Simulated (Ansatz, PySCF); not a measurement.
Bond stretch in SeBe, lowest singlet found (which spin is the ground state isn't settled by this scan).

Levels of theory: RCCSD(T) = CCSD(T) on RHF/cc-pVDZ, cores with 3d frozen (Ansatz, a quantum-chemistry and plane-wave program); RHF/STO-3G = restricted Hartree-Fock/STO-3G (PySCF 2.14.0); RKS-BLYP = restricted BLYP/cc-pVDZ (Ansatz); RKS-B3LYP = restricted B3LYP/cc-pVDZ run with Ansatz; RCCSDT = CCSDT on RHF/cc-pVDZ, cores with 3d frozen in Ansatz.

Energies are in mEh, each relative to the lowest point of its own curve between 1.54 and 2.24 Å, where full CI is lowest.

| R / Å | RCCSD(T) | RHF/STO-3G | RKS-BLYP | RKS-B3LYP | RCCSDT |
|---|---|---|---|---|---|
| 1.54 | 86.4 | 48.0 | 80.4 | 76.5 | 86.7 |
| 1.68 | 25.8 | 5.6 | 23.3 | 20.9 | 26.0 |
| 1.78 | 6.4 | 0.0 | 5.5 | 4.4 | 6.5 |
| 1.87 | 0.0 | 6.2 | 0.0 | 0.0 | 0.0 |
| 1.97 | 1.1 | ? | ? | 2.9 | 1.0 |
| 2.03 | 4.6 | ? | 5.3 | 7.3 | 4.5 |
| 2.10 | 10.6 | ? | 11.2 | 14.2 | 10.4 |
| 2.19 | 20.3 | ? | 20.8 | 24.7 | 19.8 |
| 2.24 | 26.3 | ? | 26.6 | 31.0 | 25.7 |

Task: Some entries are withheld; supply them.

Result: 
- 1.97, RHF/STO-3G: 21.0
- 1.97, RKS-BLYP: 1.6
- 2.03, RHF/STO-3G: 32.4
- 2.10, RHF/STO-3G: 46.9
- 2.19, RHF/STO-3G: 65.9
- 2.24, RHF/STO-3G: 76.2

The scan ran from 1.54 to 7.36 Å; beyond the distances shown full CI changes its symmetry label. The T1 diagnostic of CCSD on the restricted reference of RCCSD(T), RCCSDT exceeds 0.045 at 2.24 Å. The restricted form behind RHF/STO-3G, RKS-BLYP, RKS-B3LYP keeps the bonding electrons paired and can't separate into open-shell fragments.
